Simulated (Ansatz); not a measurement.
Molecule: CH2BF2 (charge 0, doublet). It need not be the lowest isomer of its formula. 
Coordinates optimised at B3LYP-D3(BJ)/def2-TZVP (Ansatz, a quantum-chemistry and plane-wave program):
```xyz
6

B      0.0251     0.0049    -0.0022
F      0.5583     1.1349     0.4529
F      0.8587    -0.8586    -0.5747
C     -1.4693    -0.2865     0.1263
H     -2.1527     0.4126     0.5913
H     -1.9090    -1.2046    -0.2422
```
Charge 0, spin multiplicity 2.

Basis-set convergence of Hartree-Fock and CCSD correlation energies (hartree) with Ansatz. Correlated levels leave the core frozen unless marked. Open shells are spin-unrestricted. Spin-orbit coupling is left out. No relativistic terms.

| basis | functions | E(HF) | E(corr, CCSD) |
|---|---|---|---|
| cc-pVDZ | 66 | -262.70409 | -0.58704 |
| cc-pVTZ | 148 | ? | ? |

Question: What belongs in the gaps?

Answer: 
- cc-pVTZ, E(HF): -262.79806
- cc-pVTZ, E(corr, CCSD): -0.75109
